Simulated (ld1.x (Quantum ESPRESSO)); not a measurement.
# Varying the PAW potential for vanadium (V)

Base potential:

vanadium (V), PAW, made with ld1.x (Quantum ESPRESSO) 7.5 (PBE, scalar-relativistic). Core [Ar], reference 3d3.5 4s1.5 4p0. Waves: 4s (bound): rcut 2.15, rcutus 2.80 bohr; 4s channel at 0.05 Ry: rcut 2.15, rcutus 2.80 bohr; 4p (bound, empty): rcut 3.50, rcutus 4.50 bohr; 4p channel at 0.25 Ry: rcut 3.50, rcutus 4.50 bohr; 3d (bound): rcut 2.00, rcutus 2.30 bohr; 3d channel at 3.35 Ry: rcut 2.00, rcutus 2.30 bohr; 4f channel at -0.05 Ry: rcut 2.90, rcutus 4.05 bohr. Local part: all-electron potential smoothed inside 1.85 bohr (lloc = -1). Core correction: a·sin(br)/r model core, default radius (ld1.x builds one for every PAW set, though the input has nlcc=.false.). Augmentation charge: PSQ, inside the norm-conserving radii.

Cutoffs, loose and tight: the cutoffs (Ry, on a coarse ladder) from which the occupation-weighted sum of valence levels, in a spherical-Bessel basis at the reference potential, stays within 10 and 1 mRy of its value at 400 Ry. They do not see the model core or the augmentation charge, which bear on the density cutoff. Test errors are all-electron minus pseudo excitation energies from the reference, over the configurations 3d3 4s2 4p0; 3d3 4s1 4p0; 3d3 4s0 4p0; 3d3 4s1.5 4p0; 3d2 4s0 4p0; 3d2 4s2 4p0; 3d2 4s2 4p1. A dash means not determined; rows that change the core or the reference have their own tests. The largest error is taken over the tests solved by every variant that gives reliable tests at all: 3d2 4s0 4p0; 3d3 4s0 4p0; 3d3 4s1 4p0; 3d3 4s1.5 4p0; 3d3 4s2 4p0.

Cutoffs are not given where the Bessel-basis levels miss the radial ones by over 6 mRy, ghosts where they miss by over 20 mRy; a channel whose overlap is not positive is not tested.

A file whose overlap is not positive is unfit for use, and its test errors describe a broken file.

| change | outcome | bound ghosts | largest test error (meV) |
| --- | --- | --- | --- |
| base | generated, overlap not positive | not determined (overlap not positive) | -685 |
| waves 3d (bound): rcut 1.46, rcutus 1.54 bohr; 3d channel at 3.35 Ry: rcut 1.46, rcutus 1.54 bohr | generated, overlap not positive | not determined (overlap not positive) | -633 |
| waves 3d (bound): rcut 1.56, rcutus 1.66 bohr; 3d channel at 3.35 Ry: rcut 1.56, rcutus 1.66 bohr | generated, overlap not positive | not determined (overlap not positive) | -651 |
| waves 3d (bound): rcut 1.84, rcutus 1.96 bohr; 3d channel at 3.35 Ry: rcut 1.84, rcutus 1.96 bohr | generated, overlap not positive | not determined (overlap not positive) | -704 |
| waves 3d (bound): rcut 2.00, rcutus 2.20 bohr; 3d channel at 3.35 Ry: rcut 2.00, rcutus 2.20 bohr | generated, overlap not positive | not determined (overlap not positive) | -685 |
| waves 3d (bound): rcut 2.00, rcutus 2.54 bohr; 3d channel at 3.35 Ry: rcut 2.00, rcutus 2.54 bohr | generated, overlap not positive | not determined (overlap not positive) | -707 |
| waves 3d (bound): rcut 2.00, rcutus 2.78 bohr; 3d channel at 3.35 Ry: rcut 2.00, rcutus 2.78 bohr | generated, overlap not positive | not determined (overlap not positive) | -731 |
| waves 3d (bound): rcut 2.00, rcutus 3.02 bohr; 3d channel at 3.35 Ry: rcut 2.00, rcutus 3.02 bohr | generated, overlap not positive | not determined (overlap not positive) | test run stopped at test 3 of 7 (negative rho), 2 before it not solved |
| waves 3d (bound): rcut 2.00, rcutus 3.22 bohr; 3d channel at 3.35 Ry: rcut 2.00, rcutus 3.22 bohr | generated, overlap not positive | not determined (overlap not positive) | test run stopped at test 2 of 7 (negative rho), 1 before it not solved |
| waves 3d (bound): rcut 2.00, rcutus 3.48 bohr; 3d channel at 3.35 Ry: rcut 2.00, rcutus 3.48 bohr | generated, overlap not positive | not determined (overlap not positive) | test run stopped at test 1 of 7 (negative rho) |
